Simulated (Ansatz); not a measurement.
Ansatz (an electronic-structure program) input (B3LYP-D3(BJ)/def2-TZVP):

Ansatz 0.2 input:
```yaml
crystal:
  periodic: [false, false, false]
  atoms:
    - {symbol: B, position_ang: [-0.94376873, 0.24923340, -0.34592311]}
    - {symbol: F, position_ang: [-2.24741902, 0.31660512, -0.39087059]}
    - {symbol: B, position_ang: [0.55953974, -0.10686806, 0.14115507]}
    - {symbol: F, position_ang: [1.20157546, -1.16456453, -0.36491578]}
    - {symbol: F, position_ang: [1.25882287, 0.76784079, 0.87117229]}
basis:
  gaussian:
    orbitals: def2-TZVP
hamiltonian:
  xc: b3lyp
  dispersion: d3bj
magnetization: {spin_polarized: true, initial_magnetization: 1}
relax: {f_tol: 0.002, max_steps: 150}
```

Output:

```
Functional definition: B3LYP
integrals: 0.05 GiB planned
806 factors; their error is unknown
mean field: 0.67 GiB planned
mean field evaluation 1: about -9506.7485 eV, gradient 3.3e1 eV
mean field evaluation 2: about -9502.7607 eV, gradient 5.1e1 eV
mean field evaluation 4: about -9509.7310 eV, gradient 1.0e0 eV
mean field evaluation 8: about -9509.7367 eV, gradient 5.6e-2 eV
mean field evaluation 16: about -9509.7627 eV, gradient 2.4e-5 eV
mean field -9509.76270536 eV, -349.4773334732 hartree, gradient 1.9e-5 eV, S^2 0.753274; 1 other end points of the search recorded, 0 dependent functions left out
the calculation of the forces begins
reference -9509.76293145 eV, -349.4773417820 hartree; 19, 18 occupied and 136, 137 virtual orbitals, 806 factors
relax step   1: F+E_penalty+E_count = -9509.87003645 eV  Δ(F+E_penalty+E_count) = +0.000e0 eV  max|allowed force component| = 1.055e0 eV/Å  Δτ_max = 0.0000 Å  (39 SCF iters, accepted)
these checks for a lower state are left out or cut short: starts, cluster_reference, orbital_swaps, neighbouring_geometries, increment
integrals: 0.05 GiB planned
806 factors; their error is unknown
mean field: 0.67 GiB planned
mean field -9509.70044667 eV, -349.4750455085 hartree, gradient 1.3e-5 eV, S^2 0.753308; 0 other end points of the search recorded, 0 dependent functions left out
the calculation of the forces begins
reference -9509.70067408 eV, -349.4750538657 hartree; 19, 18 occupied and 136, 137 virtual orbitals, 806 factors
relax step   2: F+E_penalty+E_count = -9509.80778902 eV  Δ(F+E_penalty+E_count) = +6.225e-2 eV  max|allowed force component| = 1.115e0 eV/Å  Δτ_max = 0.1157 Å  (42 SCF iters, rejected (line search))
these checks for a lower state are left out or cut short: starts, cluster_reference, orbital_swaps, neighbouring_geometries, increment
integrals: 0.05 GiB planned
806 factors; their error is unknown
mean field: 0.67 GiB planned
mean field evaluation 32: about -9509.7417 eV, gradient 7.0e-2 eV
mean field -9509.76772171 eV, -349.4775178209 hartree, gradient 2.3e-5 eV, S^2 0.753311; 0 other end points of the search recorded, 0 dependent functions left out
the calculation of the forces begins
reference -9509.76794852 eV, -349.4775261560 hartree; 19, 18 occupied and 136, 137 virtual orbitals, 806 factors
relax step   3: F+E_penalty+E_count = -9509.87507218 eV  Δ(F+E_penalty+E_count) = -5.036e-3 eV  max|allowed force component| = 7.346e-1 eV/Å  Δτ_max = 0.0452 Å  (35 SCF iters, accepted)
these checks for a lower state are left out or cut short: starts, cluster_reference, orbital_swaps, neighbouring_geometries, increment
integrals: 0.05 GiB planned
806 factors; their error is unknown
mean field: 0.67 GiB planned
mean field -9509.79114901 eV, -349.4783787583 hartree, gradient 2.1e-5 eV, S^2 0.753697; 0 other end points of the search recorded, 0 dependent functions left out
the calculation of the forces begins
reference -9509.79137575 eV, -349.4783870908 hartree; 19, 18 occupied and 136, 137 virtual orbitals, 806 factors
relax step   4: F+E_penalty+E_count = -9509.89910860 eV  Δ(F+E_penalty+E_count) = -2.404e-2 eV  max|allowed force component| = 4.111e-1 eV/Å  Δτ_max = 0.0407 Å  (36 SCF iters, accepted)
these checks for a lower state are left out or cut short: starts, cluster_reference, orbital_swaps, neighbouring_geometries, increment
integrals: 0.05 GiB planned
806 factors; their error is unknown
mean field: 0.67 GiB planned
mean field -9509.80030156 eV, -349.4787151083 hartree, gradient 8.5e-6 eV, S^2 0.753974; 0 other end points of the search recorded, 0 dependent functions left out
the calculation of the forces begins
reference -9509.80052895 eV, -349.4787234647 hartree; 19, 18 occupied and 136, 137 virtual orbitals, 806 factors
relax step   5: F+E_penalty+E_count = -9509.90835702 eV  Δ(F+E_penalty+E_count) = -9.248e-3 eV  max|allowed force component| = 3.003e-1 eV/Å  Δτ_max = 0.0307 Å  (35 SCF iters, accepted)
these checks for a lower state are left out or cut short: starts, cluster_reference, orbital_swaps, neighbouring_geometries, increment
integrals: 0.05 GiB planned
806 factors; their error is unknown
mean field: 0.67 GiB planned
mean field -9509.77140885 eV, -349.4776533205 hartree, gradient 1.2e-5 eV, S^2 0.755080; 0 other end points of the search recorded, 0 dependent functions left out
the calculation of the forces begins
reference -9509.77163103 eV, -349.4776614856 hartree; 19, 18 occupied and 136, 137 virtual orbitals, 806 factors
relax step   6: F+E_penalty+E_count = -9509.88033662 eV  Δ(F+E_penalty+E_count) = +2.802e-2 eV  max|allowed force component| = 1.130e0 eV/Å  Δτ_max = 0.1974 Å  (38 SCF iters, rejected (line search))
these checks for a lower state are left out or cut short: starts, cluster_reference, orbital_swaps, neighbouring_geometries, increment
integrals: 0.05 GiB planned
806 factors; their error is unknown
mean field: 0.67 GiB planned
mean field evaluation 64: about -9509.6824 eV, gradient 4.9e0 eV
mean field -9509.80918797 eV, -349.4790416776 hartree, gradient 1.3e-5 eV, S^2 0.754694; 0 other end points of the search recorded, 0 dependent functions left out
the calculation of the forces begins
reference -9509.80941640 eV, -349.4790500724 hartree; 19, 18 occupied and 136, 137 virtual orbitals, 806 factors
relax step   7: F+E_penalty+E_count = -9509.91663332 eV  Δ(F+E_penalty+E_count) = -8.276e-3 eV  max|allowed force component| = 3.062e-1 eV/Å  Δτ_max = 0.0674 Å  (35 SCF iters, accepted)
these checks for a lower state are left out or cut short: starts, cluster_reference, orbital_swaps, neighbouring_geometries, increment
integrals: 0.05 GiB planned
806 factors; their error is unknown
mean field: 0.67 GiB planned
mean field -9509.81855924 eV, -349.4793860657 hartree, gradient 8.1e-6 eV, S^2 0.754701; 0 other end points of the search recorded, 0 dependent functions left out
the calculation of the forces begins
reference -9509.81878731 eV, -349.4793944469 hartree; 19, 18 occupied and 136, 137 virtual orbitals, 806 factors
relax step   8: F+E_penalty+E_count = -9509.92660352 eV  Δ(F+E_penalty+E_count) = -9.970e-3 eV  max|allowed force component| = 2.749e-2 eV/Å  Δτ_max = 0.0373 Å  (37 SCF iters, accepted)
these checks for a lower state are left out or cut short: starts, cluster_reference, orbital_swaps, neighbouring_geometries, increment
integrals: 0.05 GiB planned
806 factors; their error is unknown
mean field: 0.67 GiB planned
mean field -9509.81882269 eV, -349.4793957471 hartree, gradient 1.9e-5 eV, S^2 0.754757; 0 other end points of the search recorded, 0 dependent functions left out
the calculation of the forces begins
reference -9509.81905056 eV, -349.4794041211 hartree; 19, 18 occupied and 136, 137 virtual orbitals, 806 factors
relax step   9: F+E_penalty+E_count = -9509.92691805 eV  Δ(F+E_penalty+E_count) = -3.145e-4 eV  max|allowed force component| = 1.413e-2 eV/Å  Δτ_max = 0.0115 Å  (36 SCF iters, accepted)
these checks for a lower state are left out or cut short: starts, cluster_reference, orbital_swaps, neighbouring_geometries, increment
integrals: 0.05 GiB planned
806 factors; their error is unknown
mean field: 0.67 GiB planned
mean field -9509.81882504 eV, -349.4793958334 hartree, gradient 7.1e-5 eV, S^2 0.754759; 0 other end points of the search recorded, 0 dependent functions left out
the calculation of the forces begins
reference -9509.81905289 eV, -349.4794042068 hartree; 19, 18 occupied and 136, 137 virtual orbitals, 806 factors
relax step  10: F+E_penalty+E_count = -9509.92692183 eV  Δ(F+E_penalty+E_count) = -3.782e-6 eV  max|allowed force component| = 2.953e-3 eV/Å  Δτ_max = 0.0005 Å  (25 SCF iters, accepted)
these checks for a lower state are left out or cut short: starts, cluster_reference, orbital_swaps, neighbouring_geometries, increment
integrals: 0.05 GiB planned
806 factors; their error is unknown
mean field: 0.67 GiB planned
mean field evaluation 96: about -9509.8188 eV, gradient 2.6e-5 eV
mean field -9509.81882514 eV, -349.4793958372 hartree, gradient 2.6e-5 eV, S^2 0.754759; 0 other end points of the search recorded, 0 dependent functions left out
the calculation of the forces begins
reference -9509.81905299 eV, -349.4794042106 hartree; 19, 18 occupied and 136, 137 virtual orbitals, 806 factors
relax step  11: F+E_penalty+E_count = -9509.92692195 eV  Δ(F+E_penalty+E_count) = -1.176e-7 eV  max|allowed force component| = 3.325e-4 eV/Å  Δτ_max = 0.0001 Å  (24 SCF iters, accepted)
integrals: 0.05 GiB planned
806 factors; their error is unknown
mean field: 0.67 GiB planned
mean field -9509.81882514 eV, -349.4793958372 hartree, gradient 2.6e-5 eV, S^2 0.754759; 1 other end points of the search recorded, 0 dependent functions left out
the calculation of the forces begins
reference -9509.81905299 eV, -349.4794042106 hartree; 19, 18 occupied and 136, 137 virtual orbitals, 806 factors
Total energy: -9509.92714980 eV, -349.4833766951 hartree
Atom 0 at    -0.930388     0.349567    -0.503397 Å, force     0.000207     0.000035    -0.000064 eV/Å
Atom 1 at    -2.197846     0.239277    -0.272278 Å, force    -0.000031    -0.000017     0.000028 eV/Å
Atom 2 at     0.549183    -0.090309     0.115748 Å, force    -0.000333    -0.000118     0.000199 eV/Å
Atom 3 at     1.175534    -1.175663    -0.327217 Å, force     0.000083     0.000205     0.000018 eV/Å
Atom 4 at     1.232267     0.739374     0.897762 Å, force     0.000074    -0.000106    -0.000181 eV/Å
Dipole moment:    -0.241012     0.025119    -0.028107 e Å
```

It need not be the lowest isomer of its formula.
